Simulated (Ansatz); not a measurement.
Breaking the Bi1–H2 bond in BiClH2 (SMILES [Cl][BiH2]) (multiplicity 1 held, fragments rigid). Energies count from the point at 1.802 Å.
Geometry at that point (charge 0, multiplicity 1):
| atom | x (Å) | y (Å) | z (Å) |
|---|---|---|---|
| Bi | -0.2674 | -0.2143 | 0.2276 |
| H | -1.6569 | 0.3555 | -0.7689 |
| H | -0.1066 | -1.6562 | -0.8418 |
| Cl | 1.4091 | 1.1227 | -1.0164 |

Restricted levels (R-, RO-) in cc, def2 and unpolarised 6-31G sets keep to the state of the molecule at rest. Active spaces are followed from a long bond inwards. Curves can end on different states.

Cores are frozen in the correlated methods. Filled d and f shells under p-block atoms count as core.

Programs: Ansatz (a first-principles code).  In def2 rows elements past Kr take small-core potentials, without spin–orbit coupling.

Energies in kcal/mol.

```json
[
 {"R (Å)": "1.442", "R-HF/def2-SVP": "29.3", "R-MP2/def2-SVP": "30.7", "CASSCF(2,2)/def2-SVP": "32.9", "FIC-MRCISD+Q on CASSCF(2,2)/def2-SVP": "31.6"},
 {"R (Å)": "1.622", "R-HF/def2-SVP": "4.9", "R-MP2/def2-SVP": "5.6", "CASSCF(2,2)/def2-SVP": "6.8", "FIC-MRCISD+Q on CASSCF(2,2)/def2-SVP": "6.1"},
 {"R (Å)": "1.802", "R-HF/def2-SVP": "0.0", "R-MP2/def2-SVP": "0.0", "CASSCF(2,2)/def2-SVP": "0.0", "FIC-MRCISD+Q on CASSCF(2,2)/def2-SVP": "0.0"},
 {"R (Å)": "1.983", "R-HF/def2-SVP": "4.9", "R-MP2/def2-SVP": "4.1", "CASSCF(2,2)/def2-SVP": "2.5", "FIC-MRCISD+Q on CASSCF(2,2)/def2-SVP": "3.3"},
 {"R (Å)": "2.163", "R-HF/def2-SVP": "14.5", "R-MP2/def2-SVP": "12.8", "CASSCF(2,2)/def2-SVP": "9.3", "FIC-MRCISD+Q on CASSCF(2,2)/def2-SVP": "10.7"},
 {"R (Å)": "2.433", "R-HF/def2-SVP": "32.1", "R-MP2/def2-SVP": "28.6", "CASSCF(2,2)/def2-SVP": "21.5", "FIC-MRCISD+Q on CASSCF(2,2)/def2-SVP": "23.8"},
 {"R (Å)": "2.703", "R-HF/def2-SVP": "50.0", "R-MP2/def2-SVP": "44.1", "CASSCF(2,2)/def2-SVP": "32.4", "FIC-MRCISD+Q on CASSCF(2,2)/def2-SVP": "35.4"},
 {"R (Å)": "3.154", "R-HF/def2-SVP": "76.4", "R-MP2/def2-SVP": "65.0", "CASSCF(2,2)/def2-SVP": "44.4", "FIC-MRCISD+Q on CASSCF(2,2)/def2-SVP": "48.2"},
 {"R (Å)": "3.605", "R-HF/def2-SVP": "97.5", "R-MP2/def2-SVP": "78.4", "CASSCF(2,2)/def2-SVP": "49.6", "FIC-MRCISD+Q on CASSCF(2,2)/def2-SVP": "53.9"},
 {"R (Å)": "4.145", "R-HF/def2-SVP": "116.4", "R-MP2/def2-SVP": "85.3", "CASSCF(2,2)/def2-SVP": "51.7", "FIC-MRCISD+Q on CASSCF(2,2)/def2-SVP": "56.1"},
 {"R (Å)": "4.866", "R-HF/def2-SVP": "133.2", "R-MP2/def2-SVP": "82.3", "CASSCF(2,2)/def2-SVP": "52.3", "FIC-MRCISD+Q on CASSCF(2,2)/def2-SVP": "56.8"},
 {"R (Å)": "5.767", "R-HF/def2-SVP": "145.0", "R-MP2/def2-SVP": "67.6", "CASSCF(2,2)/def2-SVP": "52.4", "FIC-MRCISD+Q on CASSCF(2,2)/def2-SVP": "56.9"}
]
```

Doubts at one or more of the structures used: a restricted determinant that unrestricted orbitals would lower (R-HF/def2-SVP, R-MP2/def2-SVP).
